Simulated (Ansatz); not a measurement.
Cost and result for the atomization energy of `O[SiH](O)[SiH](F)F` (10 atoms, 9 bonds).

Z-matrix (Å, degrees):
```
Si
O 1 1.641
Si 1 2.365 2 107.8
O 1 1.640 2 115.1 3 -120.4
H 1 1.476 2 105.7 3 123.5
H 2 0.958 1 119.0 3 32.2
F 3 1.601 1 107.8 2 -119.3
F 3 1.601 1 107.7 2 -5.1
H 3 1.483 1 120.1 2 117.8
H 4 0.958 1 119.0 2 86.9
```

The species carries charge 0 and has multiplicity 1. All single points use the PBE0-D4/def2-TZVP geometry. It is one conformer, not always the lowest. Program: Ansatz. All runs use 4 threads of an Intel Xeon 6975P-C on a shared host. Times are those of one run each, without the atoms' runs, and a repeat can differ threefold. Electronic energies, without spin–orbit coupling; frozen cores. CCSD(T)/CBS adds CCSD(T) − MP2 in def2-TZVPP to the MP2 limit, and its time is that of the two runs behind it. T1 = 0.013. B3LYP takes the VWN-RPA correlation (the form of Gaussian; ORCA's B3LYP/G).

CCSD(T)/CBS is a level of theory with its own doubt, some kJ/mol a heavy atom from the limit and from the frozen cores, so smaller differences don't rank the functionals.

| level | functions | wall time | atomization (kJ/mol) | difference from CCSD(T)/CBS | per bond |
| --- | --- | --- | --- | --- | --- |
| PBE-D4/def2-TZVPP (with forces) | 264 | 1.4 s | 3917.0 | 0.8 | 0.1 |
| PBE0-D4/def2-TZVPP | 264 | 1.9 s | 3822.2 | -94.0 | -10.4 |
| r2SCAN-D4/def2-TZVPP (with forces) | 264 | 2.4 s | 3888.8 | -27.4 | -3.0 |
| B3LYP-D4/def2-TZVPP (with forces) | 264 | 2.9 s | 3856.5 | -59.7 | -6.6 |
| B2PLYP/def2-TZVPP | 264 | 3.2 s | 3838.1 | -78.1 | -8.7 |
| ωB97X-V/def2-TZVPP | 264 | 4.2 s | 3899.9 | -16.3 | -1.8 |
| ωB97M-V/def2-TZVPP (with forces) | 264 | 6 s | 3890.7 | -25.5 | -2.8 |
| MP2/def2-QZVPP | 488 | 13 s | 3987.9 | 71.7 | 8.0 |
| CCSD(T)/def2-TZVPP | 264 | 61 s | 3784.1 | -132.1 | -14.7 |
| CCSD(T)/CBS(def2) | – | 73 s | 3916.2 | 0.0 | 0.0 |

From PBE to PBE0 (25 % exact exchange), in def2-TZVPP and without D4, the atomization energy moves by −91.4 kJ/mol: exact exchange takes away binding that semilocal exchange gives to molecules. In def2-TZVPP, CCSD(T) changes the Hartree–Fock value by +980.8 kJ/mol (the triples alone add +58.5 kJ/mol) and MP2 by +1103.8 kJ/mol; breaking electron pairs costs correlation energy, which Hartree–Fock lacks. The D4 term adds +36.2 kJ/mol with B3LYP and +19.1 kJ/mol with PBE0; it sums over pairs of atoms, weighted by their polarisabilities, and B3LYP, whose exchange is more repulsive, gets the larger term.
